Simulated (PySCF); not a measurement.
A run with a changed setting

The sound run of [PbCl3]− (singlet) uses PySCF 2.14.0, RKS B3LYP, Pb def2-SVP with ECP60, Cl def2-SVP; non-relativistic Hamiltonian with scalar-relativistic core potentials where named; density fitting; no spin-orbit coupling, grid (50, 194), threshold 1e-8 and 55 cycles at the relaxed geometry. This run differs:

```python
mol = gto.M(atom='''
Pb     0.00000     0.00000     0.50905
Cl     2.34339    -0.00003    -0.66059
Cl    -1.17167     2.02945    -0.66059
Cl    -1.17173    -2.02942    -0.66059''',
    basis={'Pb': 'def2-SVP', 'Cl': 'def2-SVP'},
    ecp={'Pb': 'def2-SVP'},
    charge=-1, spin=0)
mf = dft.RKS(mol, xc='B3LYP')
mf.grids.atom_grid = (50, 194)
mf = mf.density_fit()  # fitting sets: Pb def2-universal-JKFIT, Cl def2-universal-JKFIT
mf.conv_tol = 1e-08; mf.max_cycle = 62
mf.kernel(mf.get_init_guess(key='1e'))
mf.nuc_grad_method().kernel()
```

Problem. What was changed, and how did it end?

Solution. The start was changed to the bare core Hamiltonian. It converged in 12 cycles, 0.000 eV from the sound run, largest force component 0.01 eV/Å. The cycle limit differs too. No harm here: the result survives it.
```
init E= -1553.84640827344
cycle= 1 E= -1557.01167085165  delta_E= -3.17  |g|= 5.98  |ddm|= 28.4
cycle= 2 E= -1513.30060664836  delta_E= 43.7  |g|= 9.39  |ddm|= 25.5
cycle= 3 E= -1571.50581706939  delta_E= -58.2  |g|= 2.55  |ddm|= 12.4
cycle= 4 E= -1572.99779794078  delta_E= -1.49  |g|=  1.1  |ddm|= 6.53
cycle= 5 E= -1573.35062460404  delta_E= -0.353  |g|= 0.387  |ddm|= 1.51
...
cycle= 10 E= -1573.39435679638  delta_E= -8.67e-07  |g|= 0.000284  |ddm|= 0.00219
cycle= 11 E= -1573.3943568208  delta_E= -2.44e-08  |g|= 4.88e-05  |ddm|= 0.000469
cycle= 12 E= -1573.39435682156  delta_E= -7.55e-10  |g|= 1.27e-05  |ddm|= 9.21e-05
Extra cycle  E= -1573.39435682157  delta_E= -7.5e-12  |g|= 1.22e-05  |ddm|= 3.74e-05
converged SCF energy = -1573.39435682157
```

Run from Python with OMP_NUM_THREADS=2; the lines above give its settings.
It took 2.1 s on 2 threads of Arm Neoverse V1, on a shared host.
